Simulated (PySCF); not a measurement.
B3LYP has the VWN-RPA correlation part, as in Gaussian. Excitations are Tamm–Dancoff values on a coarser integration grid. The basis has no diffuse functions, so Rydberg states are missing or too high.

Z-matrix (Å, degrees):
```
Si
H 1 1.4862
H 1 1.4867 2 108.00
Si 1 2.3456 2 109.60 3 -119.16
H 4 1.4830 1 111.18 2 59.40
H 4 1.4834 5 108.69 1 121.05
H 4 1.4834 5 108.68 6 117.86
Si 1 2.3483 2 110.19 3 119.90
O 8 1.6437 1 112.12 2 -57.89
Si 9 1.6386 8 146.18 1 -27.44
H 10 1.4781 9 108.48 8 155.31
H 10 1.4810 11 109.64 9 -120.20
H 8 1.4821 9 108.07 10 -148.77
H 10 1.4827 11 109.73 12 -119.73
H 8 1.4846 13 108.15 9 118.25
```
Charge 0, multiplicity 1.

Problem. What HOMO–LUMO gap, total energy, brightest of the four lowest singlets (TDA), S1 excitation (TDA) and dipole moment does B3LYP-D3(BJ)/def2-TZVP in PySCF give?

Solution. 
HOMO–LUMO gap: 6.63 eV
total energy: -1239.4679 Ha
brightest of the four lowest singlets (TDA): 5.81 eV
S1 excitation (TDA): 5.81 eV
dipole moment: 0.32 D
